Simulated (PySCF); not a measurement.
**Eu: excitation energy**

Eu [Xe] 4f7 6s2 (8S) → Eu [Xe] 4f7 5d1 6s1 (10D), as a difference of total energies. Computed with PySCF 2.14 in cc-pVDZ-X2C, with scalar relativity by spin-free X2C-1e. The calculations carry no spin-orbit coupling.

| method | excitation energy (cm⁻¹) | error (cm⁻¹) |
| --- | --- | --- |
| UHF | 10791 | -2580 |
| CAM-B3LYP | 13344 | -27 |
| BP86 | 11069 | -2302 |
| B3LYP | 12739 | -632 |

Reference: 13371 cm⁻¹ (measured; NIST levels, between the centres of gravity of the two terms).
